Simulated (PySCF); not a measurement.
# Electron correlation in Gd²⁺ (gadolinium, charge +2)

[Xe] 4f7 6s1, high-spin 9S determinant (an excited configuration). Computed with PySCF 2.14 in ANO-RCC-VTZP (8s7p5d3f2g1h, 104 functions), with scalar relativity by spin-free X2C-1e. Frozen: [Ar] 3d10; 34 electrons correlated.

MP2 pair energies summed by pair of shells (mhartree):

```tsv
pair	energy	share (%)
4d-4f	-232.25	20.4
4f-5p	-158.30	13.9
5p-5p	-129.50	11.4
4f-4f	-127.05	11.2
4d-4d	-123.08	10.8
4d-5p	-90.74	8.0
4p-4d	-52.49	4.6
4p-4f	-36.95	3.2
5s-5p	-35.83	3.1
4f-5s	-33.51	2.9
4d-5s	-26.19	2.3
5p-6s	-23.26	2.0
4p-4p	-12.24	1.1
4p-5p	-8.95	0.8
4s-4d	-8.68	0.8
4s-4f	-7.88	0.7
4f-6s	-7.40	0.6
5s-5s	-6.32	0.6
4s-4p	-5.94	0.5
4p-5s	-4.63	0.4
4d-6s	-3.40	0.3
5s-6s	-1.36	0.1
4s-5p	-1.02	0.1
4s-4s	-0.98	0.1
4s-5s	-0.41	0.0
4p-6s	-0.27	0.0
4s-6s	-0.03	0.0
```

Total MP2 correlation energy: -1138.7 mhartree.

Same-spin part -474.58 and opposite-spin part -664.07 mhartree; SCS-MP2 scales them by 1/3 and 6/5 to -955.08 mhartree.
